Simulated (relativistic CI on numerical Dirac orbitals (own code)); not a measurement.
**Line list: Forbidden lines, Hf XX**

Calculated at this level of theory: Dirac-Coulomb-Breit CI, separate exchange-only KLI orbitals for each configuration, model QED, unscaled Slater integrals (own radial code, finite nucleus).

CI space (outside the closed core [Ar] 3d10 4d10): 4s²4p⁶4f⁷, 4s²4p⁶4f⁶5s, 4s²4p⁶4f⁵5s², 4s²4p⁶4f⁶5p, 4s²4p⁶4f⁵5s5p, 4s²4p⁶4f⁶6s, 4s²4p⁵4f⁸, 4s4p⁶4f⁸, 4s²4p⁶4f⁶7s, 4p⁶4f⁹. Levels of other configurations are missing.

| λ vac (nm) | Lower | Upper | Type | A (s⁻¹) | E lower (cm⁻¹) | E upper (cm⁻¹) |
| --- | --- | --- | --- | --- | --- | --- |
| 106.19 | 4s²4p⁶4f⁷ ⁸S°7/2 [1] | 4s²4p⁶4f⁷ ⁴G°7/2 [16] | M1 | 2.53e+01 | 0.0 | 94174.5 |
| 114.96 | 4s²4p⁶4f⁷ ⁸S°7/2 [1] | 4s²4p⁶4f⁷ ⁶D°5/2 [15] | M1 | 1.64e+02 | 0.0 | 86984.1 |
| 118.06 | 4s²4p⁶4f⁷ ⁸S°7/2 [1] | 4s²4p⁶4f⁷ ⁶D°7/2 [12] | M1 | 1.99e+02 | 0.0 | 84702.3 |
| 125.47 | 4s²4p⁶4f⁷ ⁸S°7/2 [1] | 4s²4p⁶4f⁷ ⁶D°9/2 [11] | M1 | 2.04e+01 | 0.0 | 79698.4 |
| 154.30 | 4s²4p⁶4f⁷ ⁸S°7/2 [1] | 4s²4p⁶4f⁷ ⁶P°5/2 [3] | M1 | 5.24e+02 | 0.0 | 64808.0 |
| 163.41 | 4s²4p⁶4f⁷ ⁸S°7/2 [1] | 4s²4p⁶4f⁷ ⁶P°7/2 [2] | M1 | 6.04e+02 | 0.0 | 61195.7 |
| 192.92 | 4s²4p⁶4f⁷ ⁶P°7/2 [2] | 4s²4p⁶4f⁷ ⁶G°5/2 [30] | M1 | 3.29e+01 | 61195.7 | 113030.3 |
| 207.37 | 4s²4p⁶4f⁷ ⁶P°5/2 [3] | 4s²4p⁶4f⁷ ⁶G°5/2 [30] | M1 | 7.18e+01 | 64808.0 | 113030.3 |
| 221.99 | 4s²4p⁶4f⁷ ⁶P°7/2 [2] | 4s²4p⁶4f⁷ ⁶G°7/2 [22] | M1 | 3.72e+01 | 61195.7 | 106242.8 |
| 233.70 | 4s²4p⁶4f⁷ ⁶I°9/2 [6] | 4s²4p⁶4f⁷ ⁶F°7/2 [31] | M1 | 5.13e+01 | 71537.0 | 114326.9 |
| 260.99 | 4s²4p⁶4f⁷ ⁶I°11/2 [8] | 4s²4p⁶4f⁷ ⁴H°13/2 [27] | M1 | 3.16e+01 | 73280.4 | 111595.8 |
| 262.26 | 4s²4p⁶4f⁷ ⁶P°5/2 [3] | 4s²4p⁶4f⁷ ⁶G°3/2 [20] | M1 | 7.04e+01 | 64808.0 | 102938.4 |
| 265.67 | 4s²4p⁶4f⁷ ⁶I°15/2 [9] | 4s²4p⁶4f⁷ ⁴H°13/2 [27] | M1 | 3.83e+01 | 73954.5 | 111595.8 |
| 269.99 | 4s²4p⁶4f⁷ ⁶I°13/2 [10] | 4s²4p⁶4f⁷ ⁴G°11/2 [26] | M1 | 6.49e+01 | 74117.5 | 111155.6 |
| 270.27 | 4s²4p⁶4f⁷ ⁶P°7/2 [2] | 4s²4p⁶4f⁷ ⁶G°5/2 [17] | M1 | 9.15e+01 | 61195.7 | 98195.2 |
| 270.66 | 4s²4p⁶4f⁷ ⁶I°7/2 [5] | 4s²4p⁶4f⁷ ⁶G°7/2 [22] | M1 | 3.65e+01 | 69295.5 | 106242.8 |
| 274.70 | 4s²4p⁶4f⁷ ⁶I°9/2 [6] | 4s²4p⁶4f⁷ ⁴G°9/2 [24] | M1 | 5.98e+01 | 71537.0 | 107940.3 |
| 284.63 | 4s²4p⁶4f⁷ ⁶P°3/2 [4] | 4s²4p⁶4f⁷ ⁶G°3/2 [20] | M1 | 6.07e+01 | 67804.9 | 102938.4 |
| 288.14 | 4s²4p⁶4f⁷ ⁶I°9/2 [6] | 4s²4p⁶4f⁷ ⁶G°7/2 [22] | M1 | 6.22e+01 | 71537.0 | 106242.8 |
| 288.52 | 4s²4p⁶4f⁷ ⁶I°11/2 [8] | 4s²4p⁶4f⁷ ⁴G°9/2 [24] | M1 | 1.25e+02 | 73280.4 | 107940.3 |
| 299.01 | 4s²4p⁶4f⁷ ⁶I°17/2 [7] | 4s²4p⁶4f⁷ ⁴N°17/2 [21] | M1 | 8.16e+01 | 71777.8 | 105221.6 |
| 299.52 | 4s²4p⁶4f⁷ ⁶P°5/2 [3] | 4s²4p⁶4f⁷ ⁶G°5/2 [17] | M1 | 1.52e+02 | 64808.0 | 98195.2 |
| 303.22 | 4s²4p⁶4f⁷ ⁶P°7/2 [2] | 4s²4p⁶4f⁷ ⁴G°7/2 [16] | M1 | 2.58e+02 | 61195.7 | 94174.5 |
| 308.82 | 4s²4p⁶4f⁷ ⁶I°15/2 [9] | 4s²4p⁶4f⁷ ⁶G°13/2 [23] | M1 | 4.81e+01 | 73954.5 | 106336.1 |
| 354.08 | 4s²4p⁶4f⁷ ⁶D°9/2 [11] | 4s²4p⁶4f⁷ ⁴G°9/2 [24] | M1 | 5.98e+01 | 79698.4 | 107940.3 |
| 401.94 | 4s²4p⁶4f⁷ ⁶I°7/2 [5] | 4s²4p⁶4f⁷ ⁴G°7/2 [16] | M1 | 1.43e+02 | 69295.5 | 94174.5 |
| 457.12 | 4s²4p⁶4f⁷ ⁶P°5/2 [3] | 4s²4p⁶4f⁷ ⁶D°3/2 [14] | M1 | 7.14e+01 | 64808.0 | 86684.2 |
| 463.02 | 4s²4p⁶4f⁷ ⁶D°9/2 [11] | 4s²4p⁶4f⁷ ⁶G°9/2 [19] | M1 | 4.20e+01 | 79698.4 | 101295.7 |
| 483.05 | 4s²4p⁶4f⁷ ⁶D°9/2 [11] | 4s²4p⁶4f⁷ ⁶G°11/2 [18] | M1 | 4.31e+01 | 79698.4 | 100400.1 |
| 540.46 | 4s²4p⁶4f⁷ ⁶P°7/2 [2] | 4s²4p⁶4f⁷ ⁶D°9/2 [11] | M1 | 4.75e+01 | 61195.7 | 79698.4 |

Terms are leading LS components. Brackets give the number of a level in order of energy, since labels repeat. The list gives strong lines, with weight on those to low levels, among the lowest 400 of 8722 levels, so that lines to higher ones, which can be the strongest, are missing. Levels whose partners in the same complex of configurations lie outside the list can be far off, and so can their lines. Rates are taken at the computed energies, electric ones in the length gauge.

At this charge energies of transitions that change n are usually good to better than 1 %, and those within a shell (Δn = 0) to a few per cent. Terms inside the open d or f shell come out 10 to 20 % too wide with unscaled integrals.

LS names give the leading component of a level, which can be under half, so a name can repeat, a term be missing and a line seem to break the LS rules.
